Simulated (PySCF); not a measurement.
Screening by computed properties: pick the candidate that meets the target.

Species are written as SMILES; each is one conformer at its optimised geometry, gas phase, non-relativistic unless stated; the electronic structure was computed with PySCF and density fitting.

The conformers computed, where there is a choice (atom-mapped SMILES and torsion angles):
- `[CH2:1]=[CH:2][CH2:3][c:4]1[cH:5][cH:6][cH:7][cH:8][cH:9]1`: C1–C2–C3–C4 -117°, C2–C3–C4–C5 81°
- `[CH2:1]=[CH:2][c:3]1[cH:4][n:5][cH:6][cH:7][c:8]1[CH3:9]`: C1–C2–C3–C4 -33°
- `[CH3:1][NH:2][SiH2:3][S:4][SiH:5]([CH3:6])[CH3:7]`: C1–N2–Si3–S4 -61°, N2–Si3–S4–Si5 -165°, Si3–S4–Si5–C6 71°
- `[CH3:1][CH:2]([CH3:3])[N:4]([CH3:5])[SiH:6]([PH2:7])[PH2:8]`: C1–C2–N4–C5 -144°, C2–N4–Si6–P7 160°, H–P7–Si6–N4 58°, H–P7–Si6–N4 -36°, H–P8–Si6–N4 -121°, H–P8–Si6–N4 147°
- `[CH3:1][N:2]([CH3:3])[SiH2:4][C@@H:5]([F:6])[CH2:7][CH2:8][C:9]#[N:10]`: C1–N2–Si4–C5 -159°, N2–Si4–C5–F6 -72°, Si4–C5–C7–C8 175°, C5–C7–C8–C9 -66°

Question: Wanted: smallest rotational constant between 0.94 GHz and 1.1 GHz (GFN2-xTB) and HOMO–LUMO gap below 7 eV (PBE0/pcSseg-1), at GFN2-xTB geometries. Which candidate meets both?
A. `c1c(CC=C)cccc1`
B. `C=C1C[C@@](C)(C#N)C1=C`
C. `N(C)[SiH2]S[SiH](C)C`
D. `C=Cc1cnccc1C`

Answer: D. Computed values:
```
               species  smallest rotational constant  HOMO–LUMO gap
  N(C)[SiH2]S[SiH](C)C                     0.656 GHz        7.25 eV
        c1c(CC=C)cccc1                     0.890 GHz        6.74 eV
          C=Cc1cnccc1C                     1.000 GHz        5.78 eV
C=C1C[C@@](C)(C#N)C1=C                     1.234 GHz        5.56 eV
```

Question: Wanted: HOMO energy below -6.9 eV (PBE0/pcSseg-1) and dipole moment below 3 D (PBE0/pcSseg-1), at GFN2-xTB geometries. Which candidate meets both?
A. `C=CCc1ccccc1`
B. `CN(C)[SiH2][C@@H](F)CCC#N`
C. `CN[SiH2]S[SiH](C)C`
D. `CC(C)N(C)[SiH](P)P`

Answer: A. Computed values:
| species | HOMO energy | dipole moment |
| --- | --- | --- |
| C=CCc1ccccc1 | -7.01 eV | 0.11 D |
| CN[SiH2]S[SiH](C)C | -6.83 eV | 1.30 D |
| CN(C)[SiH2][C@@H](F)CCC#N | -6.63 eV | 4.62 D |
| CC(C)N(C)[SiH](P)P | -6.25 eV | 2.01 D |
